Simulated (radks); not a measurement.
Initial-state core-level shifts of the gold ion Au+ when its valence configuration changes from [Xe] 4f14 5d10. All-electron calculation, Dirac Kohn-Sham, PBE, spin-unpolarised, spherical densities, finite nucleus; open shells fill j = l - 1/2 first; Fermi nuclear charge, rms radius 5.4371 fm. Program: a radial shooting solver on a logarithmic mesh with Libxc functionals. Shifts are changes of the shell-averaged eigenvalues in eV (positive: less bound); the change of the density at the nucleus, which sets a Mossbauer isomer shift, is in e/bohr^3, on a base of 2.143e+06.

| valence | 2p | 3s | 4p | 5s | density at nucleus |
|---|---|---|---|---|---|
| 4f14 5d8 6s2 | -6.865 | -6.819 | -6.766 | -6.474 | +379.6 |
| 4f14 5d9.5 6p0.5 | -2.295 | -2.295 | -2.290 | -2.241 | +8.0 |
| 4f13 5d10 6s1 | -16.543 | -18.733 | -15.951 | -7.394 | +334.3 |
| 4f13.5 5d8.5 6s2 | -13.525 | -14.563 | -13.171 | -8.692 | +461.7 |
| 4f13 5d10 6p1 | -17.912 | -20.117 | -17.341 | -8.790 | +172.2 |
| 4f14 5d9 6p1 | -4.637 | -4.635 | -4.620 | -4.505 | +17.3 |
| 4f14 5d9 6s1 | -3.294 | -3.278 | -3.258 | -3.138 | +175.3 |
| 4f12 5d10 6s2 | -34.254 | -38.737 | -32.779 | -15.228 | +716.9 |
| 4f13.5 5d9 6p1.5 | -13.650 | -14.728 | -13.363 | -8.986 | +105.0 |
